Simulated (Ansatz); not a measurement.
The pair A = NH3 (SMILES N) (first 4 atoms), B = HF (SMILES F); geometry from B3LYP-D3(BJ)/def2-TZVP.
(charge 0, multiplicity 1):
```xyz
6

N      0.038     0.177     0.305
H     -0.239    -0.740    -0.027
H     -0.600     0.857    -0.092
H      0.965     0.372    -0.057
F      0.010     0.276     2.941
H      0.020     0.240     1.979
```

Correlated levels freeze the cores. MP2 and its Hartree–Fock in aug-cc-pVQZ are density fitted.

Run with Ansatz (a first-principles code) with Gaussian orbitals. 

The counterpoise-corrected interaction energy is E(AB) − E(A in the pair's basis) − E(B in the pair's basis). Total energies (hartree):

| level | AB | A in the pair's basis | B in the pair's basis |
|---|---|---|---|
| HF/aug-cc-pVTZ | -156.2959533 | -56.2202814 | -100.0571195 |
| MP2/aug-cc-pVTZ | -156.8219887 | -56.4610513 | -100.3397260 |
| HF/aug-cc-pVQZ | -156.3068115 | -56.2238698 | -100.0644214 |
| MP2/aug-cc-pVQZ | -156.8677518 | -56.4779254 | -100.3681459 |
| CCSD(T)/aug-cc-pVTZ | -156.8503369 | -56.4809878 | -100.3483742 |

Problem. Work out the counterpoise-corrected interaction energy at the basis-set limit: extrapolate the MP2 correlation part as X⁻³, take Hartree–Fock from the larger set, and add the CCSD(T) − MP2 difference of aug-cc-pVTZ.

Solution. 
1. Differences (1 hartree = 627.509 kcal/mol): HF/aug-cc-pVTZ -11.642; MP2/aug-cc-pVTZ -13.310; HF/aug-cc-pVQZ -11.622; MP2/aug-cc-pVQZ -13.605; CCSD(T)/aug-cc-pVTZ -13.162.
2. Correlation parts, MP2 less HF: -1.669 in aug-cc-pVTZ (X = 3), -1.983 in aug-cc-pVQZ (X = 4).
3. Limit (4³·(-1.983) − 3³·(-1.669))/(4³ − 3³) = -2.212; with HF/aug-cc-pVQZ it gives -13.834.
4. CCSD(T) less MP2 in aug-cc-pVTZ: 0.148.
Result: -13.69 kcal/mol, against -13.31 at MP2/aug-cc-pVTZ. It is an estimate of this method's limit, not of the exact value.
